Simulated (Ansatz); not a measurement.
Isolated molecules relaxed with PBE0-D4/def2-TZVP in Ansatz; ΔE leaves out vibrations. CCSD(T)/CBS is the MP2 limit (def2-TZVPP, def2-QZVPP) plus CCSD(T) − MP2 in def2-TZVPP, frozen cores. This one scheme is used for every species. Functionals use def2-TZVPP. B3LYP here is the variant with VWN-RPA as its local correlation; programs differ in this. HSE06 is defined as in plane-wave codes. Each species was taken in one conformer, which may not be the lowest.

Reaction (cleavage of the B–Si bond): `BO[SiH2]B` + `OBF` → `BOBF` + `BO[SiH3]`

Is it downhill or uphill in electronic energy at CCSD(T)/CBS, and by how much? (An estimate is asked.)

Ansatz gave: Downhill: ΔE = -138.9 kJ/mol.

What do these levels give: B3LYP-D4, r2SCANh-D4, PBE0, HSE06, MP2/def2-TZVPP, CCSD/def2-TZVPP? (Best estimate.)

Ansatz gave: B3LYP-D4 -139.9, r2SCANh-D4 -136.6, PBE0 -130.4, HSE06 -130.4, MP2/def2-TZVPP -146.1, CCSD/def2-TZVPP -140.3 kJ/mol.

Largest T1 diagnostic among the species: 0.013.

At CCSD(T), def2-SVP lies −13.2 kJ/mol from the extrapolated value and def2-TZVPP −0.6 kJ/mol. In def2-TZVPP, CCSD(T) changes the Hartree–Fock value by +16.1 kJ/mol (the triples alone add +0.8 kJ/mol) and MP2 by +9.5 kJ/mol.
